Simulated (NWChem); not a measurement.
HSeSBr; SMILES [Se](Br)S

```xyz
4

Se     0.7276    -0.6002     0.0063
Br    -0.2188     1.5528     0.0114
S     -0.9752    -1.9446     0.0569
H     -1.2068    -2.0209    -1.2775
```
Atoms are numbered in this order, from 1.

Results from NWChem. Pople sets run with spherical d functions. Geometry: optimised at PBE0/def2-SVP. B3LYP is NWChem's, with the RPA form of VWN correlation. GIAO values for the isolated, static molecule; σ is the absolute isotropic shielding, δ = σ(reference) − σ with the isolated reference molecule computed at the same levels (1H: tetramethylsilane). Spin-orbit effects, on the heavy nuclei and on their neighbours, are missing.

For level B3LYP/6-311G**:

```
Property      Value
-----------  ------
σ Se1 (ppm)   398.3
σ Br2 (ppm)  1947.8
σ S3 (ppm)    403.6
```

### Question
What are these values for level PBE0/pcSseg-1?

### Answer
| Item | Value |
|---|---|
| σ Se1 (ppm) | 540.1 |
| σ Br2 (ppm) | 2066.5 |
| σ S3 (ppm) | 457.1 |
